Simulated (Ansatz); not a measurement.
InCl2(OH) (InCl₂OH). Charge 0, multiplicity 1. Geometry PBE0-D4/def2-SVP, basis def2-TZVP, Ansatz.

Cartesian coordinates in Å:
```
In 0.426 -0.019 -0.061
Cl 2.476 0.680 0.768
Cl 0.361 -1.362 -1.966
O -1.242 0.529 0.852
H -2.021 0.172 0.407
```

```json
{"run": "A", "HOMO (eV)": "-12.04", "LUMO (eV)": "-0.49"}
{"run": "B", "HOMO (eV)": "-8.03", "LUMO (eV)": "-3.44"}
{"run": "C", "HOMO (eV)": "-10.63", "LUMO (eV)": "-1.81"}
{"run": "D", "HOMO (eV)": "-12.59", "LUMO (eV)": "0.65"}
{"run": "E", "HOMO (eV)": "-9.50", "LUMO (eV)": "-2.64"}
{"run": "F", "HOMO (eV)": "-9.25", "LUMO (eV)": "-2.75"}
```

In the def2 sets In takes a core potential; there is no spin–orbit coupling. LC-ωPBE has ω = 0.4 bohr⁻¹.

Problem. The runs used CAM-B3LYP, HF, LC-ωPBE, PBE0, r2SCAN, r2SCAN0. Estimate which is which.

Solution. A LC-ωPBE (range-separated); B r2SCAN (0 % exact exchange); C CAM-B3LYP (range-separated); D HF (100 % exact exchange); E r2SCAN0 (25 % exact exchange); F PBE0 (25 % exact exchange). Exact exchange lowers occupied and raises empty levels; among semilocal functionals meta-GGAs tend to open the gap a little, and such runs are hard to tell apart. The gap grows from 4.59 eV (r2SCAN) to 13.24 eV (HF).
